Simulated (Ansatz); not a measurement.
Basis sets compared for CeCl₃. Charge 0, multiplicity 2. Geometry r2SCAN-D4/def2-SVP. Ansatz on 4 threads of Arm Neoverse V2 on a shared host; times are rough, and most runs start from earlier orbitals.

```xyz
4

Ce   -0.158   -0.398    0.310
Cl    1.939    0.541    1.380
Cl   -2.064    1.272    0.277
Cl    0.284   -1.415   -1.968
```

In the def2 sets Ce takes a core potential; there is no spin–orbit coupling. With an open 4f shell the SCF may have ended on a state above the lowest.

```csv
level,functions,energy (Eh),HOMO (eV),LUMO (eV),wall time
PBE-D4/def2-SVP,132,-1854.8884,-4.67,-4.13,10 s
PBE0-D4/def2-SVP,132,-1854.9912,-7.78,-2.48,13 s
```

Task: Estimate the rows for PBE-D4/def2-TZVP (with forces), PBE0-D4/def2-TZVP (with forces).

Result: 
```json
{"level": "PBE-D4/def2-TZVP (with forces)", "functions": "204", "energy (Eh)": "-1855.3723", "HOMO (eV)": "-4.91", "LUMO (eV)": "-4.36", "wall time": "24 s"}
{"level": "PBE0-D4/def2-TZVP (with forces)", "functions": "204", "energy (Eh)": "-1855.4694", "HOMO (eV)": "-7.93", "LUMO (eV)": "-2.56", "wall time": "50 s"}
```
